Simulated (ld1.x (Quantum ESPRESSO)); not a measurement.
## Plane-wave convergence, TM potential for neodymium

- Element: neodymium
- Generator: ld1.x (Quantum ESPRESSO) 7.5
- Type: norm-conserving Troullier–Martins (Kleinman–Bylander form)
- Functional: PBEsol
- Relativity: scalar-relativistic
- Frozen core: [Xe] 4f3
- Valence charge: 3
- Reference configuration: 5d1 6s2 6p0
- Partial waves: 6s (bound): rc 3.90 bohr; 6p (bound, empty): rc 4.20 bohr; 5d (bound): rc 2.35 bohr
- Local potential: the d channel
- Core correction: none

The pseudo-atom Hamiltonian at the reference potential is diagonalised in spherical Bessel functions j_l(qr) that vanish at 20 bohr, with q² up to the cutoff. All-electron valence levels (Ry): 6s -0.2862, 6p -0.0975, 5d -0.2162.

Task: How do the lowest levels (Ry) of each channel move with the cutoff, and are there ghosts?

Result:

```json
{"cutoff (Ry)": "8", "s #1": "-1.5789", "s #2": "-0.2860", "s #3": "0.0037", "p #1": "-0.0974", "p #2": "-0.0612", "p #3": "0.0469", "d #1": "-0.1859", "f #1": "0.0945", "f #2": "0.2025", "Σ f·Δε (mRy)": "30.6"}
{"cutoff (Ry)": "10", "s #1": "-1.6339", "s #2": "-0.2861", "s #3": "0.0037", "p #1": "-0.1466", "p #2": "-0.0974", "p #3": "0.0465", "d #1": "-0.2043", "f #1": "0.0945", "f #2": "0.2024", "Σ f·Δε (mRy)": "12.0"}
{"cutoff (Ry)": "12", "s #1": "-1.6466", "s #2": "-0.2861", "s #3": "0.0037", "p #1": "-0.1804", "p #2": "-0.0974", "p #3": "0.0464", "d #1": "-0.2126", "f #1": "0.0945", "f #2": "0.2024", "Σ f·Δε (mRy)": "3.7"}
{"cutoff (Ry)": "15", "s #1": "-1.6480", "s #2": "-0.2862", "s #3": "0.0036", "p #1": "-0.1931", "p #2": "-0.0974", "p #3": "0.0464", "d #1": "-0.2154", "f #1": "0.0945", "f #2": "0.2024", "Σ f·Δε (mRy)": "0.8"}
{"cutoff (Ry)": "18", "s #1": "-1.6481", "s #2": "-0.2862", "s #3": "0.0036", "p #1": "-0.1942", "p #2": "-0.0974", "p #3": "0.0464", "d #1": "-0.2161", "f #1": "0.0945", "f #2": "0.2024", "Σ f·Δε (mRy)": "0.1"}
{"cutoff (Ry)": "21", "s #1": "-1.6483", "s #2": "-0.2862", "s #3": "0.0036", "p #1": "-0.1943", "p #2": "-0.0974", "p #3": "0.0464", "d #1": "-0.2161", "f #1": "0.0945", "f #2": "0.2024", "Σ f·Δε (mRy)": "0.1"}
{"cutoff (Ry)": "400", "s #1": "-1.6487", "s #2": "-0.2862", "s #3": "0.0036", "p #1": "-0.1946", "p #2": "-0.0974", "p #3": "0.0464", "d #1": "-0.2162", "f #1": "0.0945", "f #2": "0.2024", "Σ f·Δε (mRy)": "0.0"}
```

Result: ghost states, extra bound levels that the all-electron valence spectrum of the same l lacks: s at -22.4 eV, p at -2.65 eV (a true bound ghost makes a file unfit for plane-wave use); 10 mRy is reached at 12 Ry and 1 mRy at 15 Ry.

3 of 7 tests not solved or not reliable.
